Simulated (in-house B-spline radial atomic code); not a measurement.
Eu. Computed with a B-spline radial atomic code. Model: non-relativistic spherical atom: semilocal Troullier-Martins pseudo-atom, one channel per l, against all electrons, high spin, G0W0 and RPA with empty states to l = 8, local potential for every l without a channel, a model core (radius 0 = none) keeps its share of the functional.

Without relativity these are model numbers for so heavy an element.

What the tables leave out is listed at the end.

The pseudopotential gives back the lowest level of each angular momentum of its own functional in the configuration it was made in; a second state of the same l is only approximately right. Exact exchange, RPA and GW see the smooth pseudo-orbitals and miss the exchange with the core, for which the functional's share stands in. The column with an uncorrelated core keeps all orbitals and exact exchange, and so separates missing core correlation from pseudisation. Only the three outermost levels and the lowest empty one were computed. RPA here is direct RPA, with no exchange kernel, and its energies carry an (l + 1/2)⁻⁴ tail. A hybrid on a potential with a model core restores only its own semilocal share of the core's exchange.

Command:
```bash
python run_psgw.py task.json out
```
Settings (lengths in bohr, energies in hartree):
```
Z                      63
electrons              63
configuration          [Xe] 4f7 6s2
generated_in           [Xe] 4f7 6s2
functional             pbe,pbe
core_shells            10
radius_factor          1.3
core_correction        False
ion_configuration      [Xe] 4f7 6s1
```

Cost of the run: 2.3 min on 1 thread of Arm Neoverse N1, on a shared host.

Given: made with PBE; model core radius 0 bohr; local radius 2.097 bohr; mean-field start PBE0.

Valence shells of the generating configuration: 5p, 4f, 6s.

Channel: s 3.4, p 1.867, d 2.716, f 2.576 (radii in bohr).

Computed: largest level miss in the spin-unpolarised generating configuration 0.001 eV; valence RPA correlation energy pseudo -1.2039 hartree; all-electron RPA polarisability, core included 134.93 bohr³; pseudo-atom RPA polarisability 122.97 bohr³; ionisation by mean-field all-electron 5.2556 eV; ionisation by RPA all-electron 5.6115 eV; ionisation by RPA pseudo minus all 0.236 eV.

```json
{"level": "6s down", "occupied": "1", "mean-field all-electron (eV)": "-3.7871", "mean-field pseudo minus all (eV)": "-0.168", "G0W0 all-electron (eV)": "-5.5206", "G0W0 uncorrelated core minus all (eV)": "0.019", "G0W0 pseudo minus all (eV)": "-0.312", "exchange self-energy all-electron (eV)": "-6.3445", "exchange self-energy pseudo (eV)": "-6.617"}
{"level": "6s up", "occupied": "1", "mean-field all-electron (eV)": "-3.9667", "mean-field pseudo minus all (eV)": "-0.031", "G0W0 all-electron (eV)": "-5.7113", "G0W0 uncorrelated core minus all (eV)": "0.016", "G0W0 pseudo minus all (eV)": "-0.186", "exchange self-energy all-electron (eV)": "-6.7056", "exchange self-energy pseudo (eV)": "-6.7889"}
{"level": "5d up (empty)", "occupied": "0", "mean-field all-electron (eV)": "-1.5001", "mean-field pseudo minus all (eV)": "-0.318", "G0W0 all-electron (eV)": "-0.16993", "G0W0 uncorrelated core minus all (eV)": "0.072", "G0W0 pseudo minus all (eV)": "-0.138", "exchange self-energy all-electron (eV)": "-5.8333", "exchange self-energy pseudo (eV)": "-6.3781"}
```

Problem. What is the ionisation by mean-field pseudo minus all?

Solution. 0.213 eV.

Problem. What is the valence RPA correlation energy all-electron orbitals?

Solution. -0.78292 hartree.

Given: mean-field start Hartree-Fock.

Computed: valence RPA correlation energy all-electron orbitals -0.64213 hartree; valence RPA correlation energy pseudo -1.0657 hartree; all-electron RPA polarisability, core included 115.22 bohr³; pseudo-atom RPA polarisability 80.674 bohr³; ionisation by mean-field all-electron 4.4031 eV; ionisation by mean-field pseudo minus all 0.636 eV.

| level | occupied | mean-field all-electron (eV) | mean-field pseudo minus all (eV) | G0W0 all-electron (eV) | G0W0 uncorrelated core minus all (eV) | G0W0 pseudo minus all (eV) | exchange self-energy all-electron (eV) | exchange self-energy pseudo (eV) |
| --- | --- | --- | --- | --- | --- | --- | --- | --- |
| 6s up | 1 | -4.7473 | -0.454 | -5.6439 | 0.018 | -0.123 | -6.1892 | -7.4134 |
| 6s down | 1 | -4.5619 | -0.72 | -5.4517 | 0.02 | -0.333 | -5.9088 | -7.2019 |
| 4f up | 1 | -19.445 | 6.489 | -16.567 | 0.071 | 3.657 | -64.168 | -30.563 |

Problem. What is the ionisation by RPA all-electron?

Solution. 5.2479 eV.

Problem. What is the ionisation by RPA pseudo minus all?

Solution. 0.269 eV.

Among the listed levels the largest G0W0 shift of the pseudo-atom is +3.66 eV, for 4f up on the Hartree-Fock start, while leaving the core uncorrelated moves that level by +0.07 eV. So pseudisation and the lost core exchange, not the missing core correlation, make the error. Not in the tables (levels of low weight, unsolved or above zero; the highest and the empty levels are kept at any weight): the PBE start was refused, since an empty level lay at or below an occupied one; on PBE0 the G0W0 levels 4f up (pseudo minus all +2.42 eV, weights 0.75 and 0.47).
